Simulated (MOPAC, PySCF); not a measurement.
HBO, SMILES `B=O` (lower singlet), neutral singlet in the gas phase. This singlet lies 5.04 eV below the relaxed triplet at the level composite: frozen-core CCSD(T) with HF/cc-pV5Z and the correlation energy extrapolated as X^-3 from cc-pVQZ and cc-pV5Z, plus phaseless AFQMC minus CCSD(T) in cc-pVTZ // B3LYP-D3(BJ)/def2-TZVP (Ansatz).

Cartesian coordinates (Å):
```xyz
3

B     -0.0103    -0.0001     0.0000
O      1.1886     0.0072     0.0000
H     -1.1783    -0.0071     0.0000
```
Charge 0, multiplicity 1.

All levels are single points at this geometry (B3LYP-D3(BJ)/def2-TZVP); Pople sets use spherical d functions. Orbital energies aren't observables, and empty levels follow the basis.

```json
[
 {"level": "B3LYP-D3(BJ)/def2-TZVP in PySCF", "HOMO (eV)": "-10.16", "LUMO (eV)": "-0.30", "gap (eV)": "9.86", "dipole (D)": "2.75", "vertical IE, Delta-SCF (eV)": "–"},
 {"level": "B3LYP/6-311+G** in PySCF", "HOMO (eV)": "-10.20", "LUMO (eV)": "-0.49", "gap (eV)": "9.70", "dipole (D)": "2.79", "vertical IE, Delta-SCF (eV)": "–"},
 {"level": "BP86/6-31G* in PySCF", "HOMO (eV)": "-8.70", "LUMO (eV)": "-0.42", "gap (eV)": "8.28", "dipole (D)": "2.27", "vertical IE, Delta-SCF (eV)": "–"},
 {"level": "PBE/6-31G* in PySCF", "HOMO (eV)": "-8.59", "LUMO (eV)": "-0.34", "gap (eV)": "8.25", "dipole (D)": "2.24", "vertical IE, Delta-SCF (eV)": "13.65"},
 {"level": "SVWN5/6-31G* in PySCF", "HOMO (eV)": "-8.80", "LUMO (eV)": "-0.56", "gap (eV)": "8.24", "dipole (D)": "2.27", "vertical IE, Delta-SCF (eV)": "14.07"},
 {"level": "HF/3-21G in PySCF", "HOMO (eV)": "-14.07", "LUMO (eV)": "4.64", "gap (eV)": "18.71", "dipole (D)": "2.89", "vertical IE, Delta-SCF (eV)": "–"},
 {"level": "HF/6-31G* in PySCF", "HOMO (eV)": "-13.92", "LUMO (eV)": "4.59", "gap (eV)": "18.51", "dipole (D)": "3.10", "vertical IE, Delta-SCF (eV)": "13.34"},
 {"level": "HF/STO-3G in PySCF", "HOMO (eV)": "-11.61", "LUMO (eV)": "9.80", "gap (eV)": "21.41", "dipole (D)": "1.65", "vertical IE, Delta-SCF (eV)": "–"},
 {"level": "PM6 in MOPAC", "HOMO (eV)": "-13.39", "LUMO (eV)": "1.45", "gap (eV)": "14.85", "dipole (D)": "2.63", "vertical IE, Delta-SCF (eV)": "–"}
]
```
